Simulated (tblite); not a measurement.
Species: C₄H₆O₂S (charge -1 and doublet state).
SMILES with atom numbers: `[CH3:1][C:2]([S-:3])[O:4][CH2:5][CH:6]=[O:7]` (hydrogens: H8, H9, H10 on C1; H11, H12 on C5; H13 on C6)

Geometry (GFN2-xTB, Å), atoms numbered from 1 in this order:
```xyz
13
C4H6O2S angstrom
C     -2.054    0.449   -0.132
C     -0.976   -0.591   -0.059
S     -1.105   -1.930    0.933
O      0.122   -0.306   -0.796
C      1.426   -0.583   -0.218
C      1.954    0.692    0.329
O      2.923    1.322   -0.124
H     -2.938    0.096    0.392
H     -1.715    1.384    0.326
H     -2.311    0.666   -1.172
H      2.055   -0.959   -1.029
H      1.280   -1.358    0.548
H      1.335    1.118    1.140
```

Calculated harmonic vibrations of the isolated species, GFN2-xTB (tblite), most abundant isotopes, no scaling. Against measured fundamentals such values can be off by several per cent, at times by over 20. One conformer, not necessarily the lowest. Open shells enter through the occupations alone, without spin polarisation, and single modes of such species can be off by tens of per cent.

Harmonic wavenumbers (cm⁻¹): 58.4, 61.0, 74.7, 122.0, 210.7, 275.7, 326.7, 359.7, 439.8, 523.0, 689.6, 736.2, 828.0, 947.0, 968.9, 993.7, 1069.8, 1155.7, 1174.7, 1220.5, 1275.5, 1348.7, 1376.4, 1423.3, 1470.0, 1487.9, 1607.2, 2757.5, 2844.1, 2905.3, 2946.9, 2960.6, 3038.0.

A = 4190, B = 1166, C = 1006 MHz; mass 118.009 u (most abundant isotopes); point group C1, symmetry number 1; spin multiplicity 2.

What is the zero-point energy?

Half the sum of the wavenumbers: 19839 cm⁻¹ = 56.72 kcal/mol.

What is S at 273.15 K and 1 bar for an ideal gas of classical rigid rotors and harmonic oscillators?

Translation 39.80, rotation 28.31, vibration 22.99, spin (R ln 2) 1.38: S = 92.5 cal/(mol K).

And Cp and H(273.15 K) − H(0)?

Cp = 28.64 cal/(mol K), of which vibrations give 20.70 (their classical limit is 33 R = 65.6); H(273.15 K) − H(0) = 5.31 kcal/mol without the zero-point energy, 3.14 from vibrations.

What must be added to the electronic energy to get the Gibbs energy at 273.15 K and 1 bar?

ZPE + [H(273.15 K) − H(0)] − T·S = 56.72 + 5.31 − 25.26 = 36.77 kcal/mol.

Which modes carry the vibrational entropy at 273.15 K?

58.4 cm⁻¹: 4.34; 61.0 cm⁻¹: 4.25; 74.7 cm⁻¹: 3.85; 122.0 cm⁻¹: 2.90; 210.7 cm⁻¹: 1.88; 275.7 cm⁻¹: 1.41 cal/(mol K); the other 27 give 4.36 together.

Hindered rotation and anharmonicity are outside this model. Other conformers, if any are populated, would add a mixing term that is left out. The structure is chiral; the term R ln 2 for an equal mix with its mirror image is left out.
